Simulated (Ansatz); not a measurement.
Reaction (homolysis of the H–O bond): `[OH][In]([Cl])[Cl]` → H• + `[O][In]([Cl])[Cl]`•

Calculated with Ansatz (gas phase, PBE0-D4/def2-TZVP geometries, no zero-point term in ΔE). CCSD(T)/CBS adds triple-zeta CCSD(T) − MP2 to the extrapolated MP2 energy (def2 sets, frozen cores). This one scheme is used for every species, atoms too. Functionals use def2-TZVPP. HSE06 is defined as in plane-wave codes. Open shells (•) are unrestricted, without spin–orbit coupling. Elements past krypton have def2 core potentials. For In outer-core shells are correlated without core-valence functions, so the limit isn't a true one: a few kJ/mol of doubt a bond, and 10 to 20 or more in all where bonds break to atoms. Each species was taken in one conformer, which may not be the lowest.

`[OH][In]([Cl])[Cl]`:

```xyz
5

O     1.117    1.083    0.218
In   -0.159   -0.400    0.090
Cl   -2.016   -0.192   -1.262
Cl    0.204   -2.321    1.283
H     0.853    1.829   -0.329
```

`[O][In]([Cl])[Cl]`•:

Z-matrix (Å, degrees):
```
In
O 1 1.989
Cl 1 2.293 2 119.2
Cl 1 2.293 2 119.2 3 180.0
```

Question: What is ΔE at CCSD(T)/CBS? (Best estimate.)

Answer: Computed: +530.1 kJ/mol.

Question: What do these levels give: LDA (SPW92), PBE-D4, r2SCAN-D4, B97M-V, ωB97M-V, PBE, r2SCANh, HSE06, CCSD/def2-SVP, HF/def2-TZVPP, CCSD/def2-TZVPP, CCSD(T)/def2-TZVPP? (An estimate is asked.)

Answer: Ansatz gave: LDA (SPW92) 579.8, PBE-D4 507.9, r2SCAN-D4 500.9, B97M-V 501.0, ωB97M-V 515.5, PBE 506.8, r2SCANh 498.4, HSE06 500.8, CCSD/def2-SVP 486.3, HF/def2-TZVPP 364.7, CCSD/def2-TZVPP 507.6, CCSD(T)/def2-TZVPP 514.3 kJ/mol.

Largest T1 diagnostic among the species: 0.015.

At CCSD(T), def2-SVP lies −40.7 kJ/mol from the extrapolated value and def2-TZVPP −15.8 kJ/mol: correlation converges slowly with the basis, and small sets miss more of it in the bonded molecule than in its fragments. From BLYP to BHLYP (50 % exact exchange), in def2-TZVPP and without D4, ΔE moves by −11.9 kJ/mol: exact exchange takes away binding that semilocal exchange gives to molecules. In def2-TZVPP, CCSD(T) changes the Hartree–Fock value by +149.6 kJ/mol (the triples alone add +6.7 kJ/mol) and MP2 by +172.8 kJ/mol; breaking electron pairs costs correlation energy, which Hartree–Fock lacks.
